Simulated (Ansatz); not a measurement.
Ge3O9H6. Charge 0, multiplicity 1. Geometry PBE-D4/def2-SVP.

Cartesian coordinates in Å:
```
Ge -1.0085 0.8416 1.7464
Ge 1.5733 0.5333 -1.2209
Ge 0.7472 -2.0974 0.4542
O -1.0846 -1.1439 2.5980
O 2.4118 1.8562 -1.7654
O -1.0583 -1.0974 1.1064
O 0.6840 -0.6548 -2.3702
O -0.3696 1.5315 -1.0330
O 1.1871 -2.0229 2.3295
O -0.1944 0.1434 -3.2261
O -2.7879 1.0673 1.6150
O 1.6726 -0.4527 0.2326
H -0.0457 2.4511 -1.1597
H 0.4145 0.4085 -3.9513
H 1.8418 -1.2970 2.4211
H -3.2689 0.2333 1.4428
H -0.0692 -1.5267 2.7349
H -0.6451 1.2266 -1.9543
```

B3LYP takes the VWN-RPA correlation. The structure holds 2 bonds between oxygen atoms, so isomers without such links may lie far lower. The structure comes from a short search, and lower isomers may exist.

(1) Estimate the orbital energies around the gap (eV) in Ansatz with HF/STO-3G, PBE-D4/def2-SVP, r2SCAN-D4/def2-TZVP, B3LYP-D4/def2-TZVP, PBE0-D4/def2-TZVP.

Results:

(1) 
```json
{"orbital": "HOMO−5", "HF/STO-3G": "-8.99", "PBE-D4/def2-SVP": "-7.08", "r2SCAN-D4/def2-TZVP": "-7.75", "B3LYP-D4/def2-TZVP": "-8.78", "PBE0-D4/def2-TZVP": "-9.07"}
{"orbital": "HOMO−4", "HF/STO-3G": "-8.13", "PBE-D4/def2-SVP": "-6.93", "r2SCAN-D4/def2-TZVP": "-7.47", "B3LYP-D4/def2-TZVP": "-8.40", "PBE0-D4/def2-TZVP": "-8.70"}
{"orbital": "HOMO−3", "HF/STO-3G": "-7.93", "PBE-D4/def2-SVP": "-6.71", "r2SCAN-D4/def2-TZVP": "-7.40", "B3LYP-D4/def2-TZVP": "-8.24", "PBE0-D4/def2-TZVP": "-8.41"}
{"orbital": "HOMO−2", "HF/STO-3G": "-6.69", "PBE-D4/def2-SVP": "-6.29", "r2SCAN-D4/def2-TZVP": "-6.80", "B3LYP-D4/def2-TZVP": "-7.73", "PBE0-D4/def2-TZVP": "-7.97"}
{"orbital": "HOMO−1", "HF/STO-3G": "-6.51", "PBE-D4/def2-SVP": "-6.17", "r2SCAN-D4/def2-TZVP": "-6.75", "B3LYP-D4/def2-TZVP": "-7.66", "PBE0-D4/def2-TZVP": "-7.90"}
{"orbital": "HOMO", "HF/STO-3G": "-6.15", "PBE-D4/def2-SVP": "-6.03", "r2SCAN-D4/def2-TZVP": "-6.63", "B3LYP-D4/def2-TZVP": "-7.48", "PBE0-D4/def2-TZVP": "-7.65"}
{"orbital": "LUMO", "HF/STO-3G": "5.62", "PBE-D4/def2-SVP": "-2.44", "r2SCAN-D4/def2-TZVP": "-2.54", "B3LYP-D4/def2-TZVP": "-1.94", "PBE0-D4/def2-TZVP": "-1.67"}
{"orbital": "LUMO+1", "HF/STO-3G": "7.36", "PBE-D4/def2-SVP": "-2.24", "r2SCAN-D4/def2-TZVP": "-2.29", "B3LYP-D4/def2-TZVP": "-1.72", "PBE0-D4/def2-TZVP": "-1.39"}
{"orbital": "LUMO+2", "HF/STO-3G": "8.48", "PBE-D4/def2-SVP": "-1.82", "r2SCAN-D4/def2-TZVP": "-1.92", "B3LYP-D4/def2-TZVP": "-1.42", "PBE0-D4/def2-TZVP": "-1.13"}
{"orbital": "LUMO+3", "HF/STO-3G": "8.76", "PBE-D4/def2-SVP": "-1.32", "r2SCAN-D4/def2-TZVP": "-1.36", "B3LYP-D4/def2-TZVP": "-0.86", "PBE0-D4/def2-TZVP": "-0.52"}
{"orbital": "LUMO+4", "HF/STO-3G": "8.91", "PBE-D4/def2-SVP": "-1.01", "r2SCAN-D4/def2-TZVP": "-1.05", "B3LYP-D4/def2-TZVP": "-0.63", "PBE0-D4/def2-TZVP": "-0.39"}
{"orbital": "LUMO+5", "HF/STO-3G": "10.27", "PBE-D4/def2-SVP": "-0.68", "r2SCAN-D4/def2-TZVP": "-0.69", "B3LYP-D4/def2-TZVP": "-0.25", "PBE0-D4/def2-TZVP": "0.04"}
```
